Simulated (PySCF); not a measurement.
B3LYP has the VWN-RPA correlation part, as in Gaussian. Excitations are Tamm–Dancoff values on a coarser integration grid. The basis has no diffuse functions, so Rydberg states are missing or too high.

Cartesian coordinates (Å):
SMILES: CS[SiH2]O
```xyz
10

C     -1.4547    -0.4229    -1.0192
S      0.3338    -0.7402    -1.0100
Si     0.9180     0.4830     0.6336
O      2.2692    -0.1463     1.3217
H     -1.8767    -0.5306    -0.0201
H     -1.6766     0.5693    -1.4101
H     -1.9016    -1.1681    -1.6764
H     -0.2536     0.5247     1.5544
H      1.2989     1.8613     0.2487
H      2.2493    -1.0811     1.5345
```
Charge 0, multiplicity 1.

Q: What is the computed total energy, S1 oscillator strength, dipole moment, S1 excitation (TDA) and S1–T1 gap (TDA) (B3LYP-D3(BJ)/def2-TZVP // PBE0-D4/def2-TZVP run with PySCF)?

A: 
| Quantity | Value |
|---|---|
| total energy | -804.8220 Ha |
| S1 oscillator strength | 0.006 |
| dipole moment | 1.96 D |
| S1 excitation (TDA) | 5.25 eV |
| S1–T1 gap (TDA) | 0.36 eV |
